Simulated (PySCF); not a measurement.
C3H10OSi2, SMILES O1[C@@H]([SiH3])[Si@H](C1)C.

The structure is a stationary point at PBE0-D3(BJ)/def2-SVP. The structure was generated by enumeration; whether it is a known compound was not checked.

Two levels are set side by side: PBE/def2-TZVP (PySCF) and M06-2X/def2-TZVP (PySCF). Same geometry, gas phase. Differences are taken from unrounded values.

```csv
quantity,M06-2X
orbital gap (eV),9.30
highest occupied level (eV),-8.37
lowest empty level (eV),0.93
dipole moment (D),2.32
mean polarisability (bohr³),89.7
```

What does PBE give, and how far is it from M06-2X? (The exact figures need the calculation; the answer reports its results.)


```
quantity                       PBE  PBE minus M06-2X
---------------------------  -----  ----------------
orbital gap (eV)              4.94             -4.36
highest occupied level (eV)  -5.53              2.84
lowest empty level (eV)      -0.60             -1.53
dipole moment (D)             2.10             -0.21
mean polarisability (bohr³)   94.5               4.8
```

Without exact exchange PBE keeps part of each electron's self-repulsion, which lifts occupied levels and narrows the gap. Loosely held outer electrons make PBE densities more polarisable. Differences between two approximate levels are no errors against the true value.

Rough cost on one machine, each run with all the roots and properties that it gave: M06-2X against PBE about 4 times.
